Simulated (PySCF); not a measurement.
H3F2NSi, singlet, at a GFN2-xTB geometry. Base run: PBE/cc-pVDZ run with PySCF.

Input for PySCF:
```python
from pyscf import gto, scf, dft, solvent

mol = gto.M(
    atom='''
Si   -0.12932687   -0.03078494    0.34291485
N     1.53036920   -0.29680957    0.06910256
F    -0.91425315   -1.04085817   -0.60880122
F    -0.45330428    1.42789697   -0.21332823
H    -0.71532896   -0.13202087    1.65790659
H     1.91019946   -1.22722159    0.09927055
H     2.21113817    0.38454937    0.35746217
''',
    basis='cc-pvdz',
    verbose=3,
)

mf = dft.RKS(mol)
mf.xc = 'pbe'
mf.kernel()
```

The base run was repeated with changes; each row names its change, and settings that it needs were set with it.

| change | ΔE vs base (kcal/mol) | dipole (D) | HOMO-LUMO gap (eV) |
|---|---|---|---|
| base | 0.000 | 3.00 | 6.91 |
| model = IEF-PCM; solvent = acetonitrile; lebedev_order = 41 | -4.95 | 3.57 | 6.83 |
| model = IEF-PCM; solvent = acetonitrile; vdw_scale = 1.0 | (withheld) | (withheld) | (withheld) |
| model = IEF-PCM; solvent = water | -5.06 | 3.59 | 6.83 |
| model = IEF-PCM; solvent = acetonitrile; lebedev_order = 11 | -4.76 | 3.55 | 6.83 |
| model = IEF-PCM; solvent = n-hexane | -1.82 | 3.21 | 6.90 |
| model = ddCOSMO; solvent = acetonitrile | (withheld) | (withheld) | 6.90 |
| model = C-PCM; solvent = acetonitrile | -5.00 | 3.58 | 6.83 |
| model = SS(V)PE; solvent = acetonitrile | -4.86 | 3.56 | 6.84 |
| model = IEF-PCM; solvent = chloroform | (withheld) | (withheld) | (withheld) |
| model = IEF-PCM; solvent = acetonitrile | -4.93 | 3.57 | 6.83 |
| model = COSMO; solvent = acetonitrile | -4.92 | 3.57 | 6.84 |

**Question.** Some entries are withheld; supply them.

**Answer.** 
- model = IEF-PCM; solvent = acetonitrile; vdw_scale = 1.0, ΔE vs base (kcal/mol): -8.74
- model = IEF-PCM; solvent = acetonitrile; vdw_scale = 1.0, dipole (D): 3.81
- model = IEF-PCM; solvent = acetonitrile; vdw_scale = 1.0, HOMO-LUMO gap (eV): 6.88
- model = ddCOSMO; solvent = acetonitrile, ΔE vs base (kcal/mol): -3.91
- model = ddCOSMO; solvent = acetonitrile, dipole (D): 3.48
- model = IEF-PCM; solvent = chloroform, ΔE vs base (kcal/mol): -3.59
- model = IEF-PCM; solvent = chloroform, dipole (D): 3.42
- model = IEF-PCM; solvent = chloroform, HOMO-LUMO gap (eV): 6.85

The base is the gas phase, so ΔE is the electrostatic part of solvation at a fixed geometry, without cavity and dispersion terms.
